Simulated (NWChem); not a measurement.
GeH$_{4}$O; SMILES [OH][GeH3]

Results from NWChem. The geometry was optimised at PBE0/def2-SVP.

For level B3LYP/def2-QZVP:

- orbital gap (eV): 7.78

Question: What are these values for level B3LYP/def2-TZVP?

Answer: 
* **orbital gap (eV)**: 8.00
